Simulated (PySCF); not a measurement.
## B(2+): ionisation energy

B(2+) [He] 2s1 (2S) → B(3+) 1s2 (1S), as a difference of total energies. Computed with PySCF 2.14 in aug-cc-pVTZ-DK, with the spin-free X2C one-electron Hamiltonian (Gaussian nucleus). The calculations carry no spin-orbit coupling.

| method | ionisation energy (eV) |
| --- | --- |
| UHF | 37.826 |
| LDA | 37.903 |
| PBE | 38.293 |
| PBE0 | 38.234 |
| r2SCAN | 37.860 |
| B97-3 | 37.922 |
| PBEsol | 37.982 |
| M06-2X | 38.194 |
| r2SCAN0 | 37.922 |

For comparison: 37.931 eV (measured; NIST Atomic Spectra Database, ionization energies).
